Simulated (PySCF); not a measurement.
## Working out the excitation energy of Li

Li [He] 2s1 (2S) → Li [He] 3d1 (2D). Calculation: PySCF 2.14, in dyall-acv3z; the non-relativistic Hamiltonian (point nucleus). Frozen: nothing; the 5 highest virtual orbitals dropped. Energies in hartree (1 hartree = 27.21139 eV):

```
            part  Li (lower)  Li (upper)
             UHF   -7.432747   -7.244237
CCSD correlation   -0.042823   -0.041309
             (T)   -0.000029   -0.000002
```

Problem. What does Hartree-Fock give?

Solution. (-7.244237) − (-7.432747) = 0.188510 hartree = 5.130 eV.

Problem. What do CCSD and CCSD(T) give?

Solution. The CCSD correlation energies differ by 0.001514 hartree = 0.041 eV and the triples by 0.000027 hartree = 0.001 eV, so CCSD gives 5.171 eV and CCSD(T) 5.172 eV.

Measured between the centres of the two terms (NIST): 3.879 eV, so CCSD(T) (valence and next inner shell) is off by 1.293 eV.

What remains against the reference includes basis incompleteness and higher excitations.
